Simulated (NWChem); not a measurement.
Program: NWChem. System: H5AsSi, charge 0, spin multiplicity 1, displaced from the optimised geometry. Level: CR-CCSD(T)/def2-SVP, 14 core orbitals frozen, spin-restricted.

NWChem printed:

```
             Northwest Computational Chemistry Package (NWChem) 7.3.0
             --------------------------------------------------------

                                NWChem Input Module
                                -------------------

 Scaling coordinates for geometry "geometry" by  1.889725989
 (inverse scale =  0.529177249)

                             Geometry "geometry" -> ""
                             -------------------------

 Output coordinates in angstroms (scale by  1.889725989 to convert to a.u.)

  No.       Tag          Charge          X              Y              Z
 ---- ---------------- ---------- -------------- -------------- --------------
    1 Si                  14.0000     1.55685700    -0.29992000     0.00000000
    2 As                  33.0000    -0.78292200     0.21059700     0.00000000
    3 H                    1.0000     2.16862900     0.31678000     1.21319900
    4 H                    1.0000     2.16862900     0.31678000    -1.21319900
    5 H                    1.0000     2.06510400    -2.86091500     0.00000000
    6 H                    1.0000    -1.07205800    -0.81051800     1.10355200
    7 H                    1.0000    -1.07205800    -0.81051800    -1.10355200

 Effective nuclear repulsion energy (a.u.)     159.4925533651

            Nuclear Dipole moment (a.u.)
            ----------------------------
        X                 Y               Z
 ---------------- ---------------- ----------------
     0.4116163354    -2.0741065533     0.0000000000


 Summary of "ao basis" -> "" (spherical)
 ------------------------------------------------------------------------------
       Tag                 Description            Shells   Functions and Types
 ---------------- ------------------------------  ------  ---------------------
 *                          def2-svp                  on all atoms

 Summary of "ao basis" -> "ao basis" (spherical)
 ------------------------------------------------------------------------------
       Tag                 Description            Shells   Functions and Types
 ---------------- ------------------------------  ------  ---------------------
 Si                         def2-svp                 8       18   4s3p1d
 As                         def2-svp                12       32   5s4p3d
 H                          def2-svp                 3        5   2s1p

                                 NWChem SCF Module
                                 -----------------
[...]
     2   1 0 1     -0.000000      0.000000      0.000000
     2   0 2 0    -32.322948      0.000000     44.360928
     2   0 1 1     -0.000000      0.000000      0.000000
     2   0 0 2    -26.412514      0.000000     19.210032

                   NWChem Extensible Many-Electron Theory Module
                   ---------------------------------------------


            General Information
            -------------------
      Number of processors :     1
         Wavefunction type : Restricted Hartree-Fock
          No. of electrons :    52
           Alpha electrons :    26
            Beta electrons :    26
           No. of orbitals :   150
            Alpha orbitals :    75
             Beta orbitals :    75
        Alpha frozen cores :    14
         Beta frozen cores :    14
     Alpha frozen virtuals :     0
      Beta frozen virtuals :     0
         Spin multiplicity : singlet
    Number of AO functions :    75
       Number of AO shells :    35
        Use of symmetry is : off
      Symmetry adaption is : off
         Schwarz screening : 0.10D-09

          Correlation Information
          -----------------------
          Calculation type : Coupled-cluster singles & doubles w/ perturbation
   Perturbative correction : Completely renormalized (T)
            Max iterations :      100
        Residual threshold : 0.10D-05
     T(0) DIIS level shift : 0.00D+00
     L(0) DIIS level shift : 0.00D+00
     T(1) DIIS level shift : 0.00D+00
     L(1) DIIS level shift : 0.00D+00
     T(R) DIIS level shift : 0.00D+00
     T(I) DIIS level shift : 0.00D+00
   CC-T/L Amplitude update :  5-th order DIIS
                I/O scheme : Global Array Library
        L-threshold :  0.10D-05
        EOM-threshold :  0.10D-05
 no EOMCCSD initial starts read in
 TCE RESTART OPTIONS
 SLICE:      F
 D4D5:       F
 quantumc:   F
 qrotation:  F
 pwtce:      F
 qducc:      F
 nacto:                         0
 nrotv:                         0
 nrot:                          0

            Memory Information
            ------------------
          Available GA space size is     249031175 doubles
          Available MA space size is     104852948 doubles

 Maximum block size supplied by input
 Maximum block size        24 doubles

 tile_dim =     17

 -------------------------------------------------

 Global array virtual files algorithm will be used

 Parallel file system coherency ......... OK

 4-electron integrals stored in orbital form

 v2    file size   =          3003533
 4-index algorithm nr.  13 is used
 imaxsize =       30
 imaxsize ichop =        0


CCSD iterations
 ---------------------------------------------------------
 Iter          Residuum       Correlation     Cpu    Wall
 ---------------------------------------------------------
    1   0.1720823673930  -0.3565304347370     0.3     0.3
    2   0.0529380927364  -0.3834055814665     0.3     0.3
    3   0.0249314920323  -0.3953130082367     0.3     0.3
    4   0.0134020277972  -0.3992977728504     0.3     0.3
    5   0.0077888712887  -0.4013632309113     0.3     0.3
    6   0.0020497180634  -0.4035147175934     0.3     0.3
    7   0.0008562338401  -0.4036442658069     0.3     0.3
    8   0.0005341488968  -0.4036585799098     0.3     0.3
    9   0.0002903888256  -0.4036666804738     0.3     0.3
   10   0.0001913810857  -0.4036761954089     0.3     0.3
   11   0.0000411065932  -0.4036890245307     0.3     0.3
   12   0.0000185589186  -0.4036954532368     0.3     0.3
   13   0.0000103222824  -0.4036977846096     0.4     0.4
   14   0.0000063992695  -0.4036987529751     0.3     0.3
   15   0.0000040404666  -0.4036992401077     0.3     0.3
   16   0.0000009074868  -0.4036998321057     0.3     0.3
 -----------------------------------------------------------------
 Iterations converged
 CCSD correlation energy / hartree =        -0.403699832105714
 CCSD total energy / hartree       =     -2525.940345672614058

 Singles contributions

 Doubles contributions
    27a   (alpha)    27a   (beta ) ---    26a   (alpha)    26a   (beta )       -0.2495400776
 CR-CCSD(T)

 CR-CCSD[T]  correction energy / hartree =        -0.010779281406172
 CR-CCSD[T] correlation energy / hartree =        -0.414479113511886
 CR-CCSD[T] total energy / hartree       =     -2525.951124954020088
 CR-CCSD(T)  correction energy / hartree =        -0.010028236357879
 CR-CCSD(T) correlation energy / hartree =        -0.413728068463593
 CR-CCSD(T) total energy / hartree       =     -2525.950373908971869

 Task  times  cpu:       63.7s     wall:       63.7s

 Total times  cpu:       63.7s     wall:       63.7s
```

Task: Write an NWChem input that would produce this output.

Result: This is not unique; one that fits is 
```
start mol
memory heap 100 mb stack 700 mb global 1900 mb
geometry units angstroms nocenter noautoz noautosym
  Si     1.556857    -0.299920     0.000000
  As    -0.782922     0.210597     0.000000
  H      2.168629     0.316780     1.213199
  H      2.168629     0.316780    -1.213199
  H      2.065104    -2.860915     0.000000
  H     -1.072058    -0.810518     1.103552
  H     -1.072058    -0.810518    -1.103552
end
basis spherical
  * library def2-svp
end
scf
  rhf
  nopen 0
  maxiter 100
  thresh 1e-7
  semidirect memsize 60000000 filesize 0
end
tce
  freeze core 14
  cr-ccsd(t)
  2eorb
  2emet 13
  thresh 1e-6
  maxiter 100
  tilesize 24
end
task tce energy
```
